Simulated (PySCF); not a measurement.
**Basis and Hamiltonian dependence of the ionisation energy of Br⁺**

Br⁺ [Ar] 3d10 4s2 4p4 (3P) → Br²⁺ [Ar] 3d10 4s2 4p3 (4S). All values are computed (PySCF 2.14, energy differences of UHF-based or UKS calculations, no spin-orbit coupling). Values in eV.

```csv
basis,Hamiltonian,functions,UHF,r2SCAN,PBE0,MP2 (valence),CCSD(T) (valence),CCSD(T) (valence and next inner shell)
cc-pVDZ-DK,spin-free X2C,27,20.232,n/a,n/a,20.656,20.684,n/a
aug-cc-pVDZ-PP with ECP10MDF,ECP,32,20.157,21.348,21.278,20.603,20.648,n/a
6-31G*,non-relativistic,32,20.207,n/a,n/a,20.565,20.587,n/a
def2-SVP,non-relativistic,32,20.306,n/a,21.442,20.723,20.751,n/a
x2c-SVPall,spin-free X2C,32,20.304,21.532,n/a,20.734,20.765,n/a
aug-cc-pVDZ-DK,spin-free X2C,36,20.194,21.430,21.352,20.644,20.690,n/a
pcseg-2,non-relativistic,43,20.276,21.486,n/a,20.949,21.092,n/a
def2-TZVPPD,non-relativistic,57,20.251,21.461,21.396,20.927,21.069,21.104
"x2c-TZVPPall with one added diffuse shell each of s, p, d type",spin-free X2C,57,20.238,21.454,21.386,20.927,n/a,21.106
aug-cc-pVTZ-DK,spin-free X2C,59,20.239,21.437,21.381,20.939,21.084,n/a
aug-cc-pVQZ-DK,spin-free X2C,93,20.239,21.446,21.381,21.056,21.213,n/a
aug-cc-pwCVTZ-PP with ECP10MDF,ECP,96,20.234,21.416,21.338,20.959,21.106,n/a
"x2c-QZVPPall with one added diffuse shell each of s, p, d, f type",spin-free X2C,113,20.240,21.455,21.385,21.051,n/a,n/a
aug-cc-pV5Z-PP with ECP10MDF,ECP,136,20.231,21.414,21.333,21.103,n/a,n/a
```

Extrapolation of CCSD(T) (valence) from aug-cc-pVTZ-DK and aug-cc-pVQZ-DK: the correlation parts are 0.844 and 0.974 eV; with the X⁻³ form and unrounded values, (4³ × 0.974 − 3³ × 0.844)/(4³ − 3³) = 1.068 eV, and adding the Hartree-Fock value 20.239 eV of the larger basis gives 21.308 eV.

Frozen in the all-electron rows: valence: [Ar] 3d10; valence and next inner shell: [Ne]; with a core potential, the same shells as far as they lie outside it.

Non-relativistic rows lack the scalar-relativistic shift.

Reference for a calculation without spin-orbit coupling: 21.409 eV (measured, between term centres; NIST).
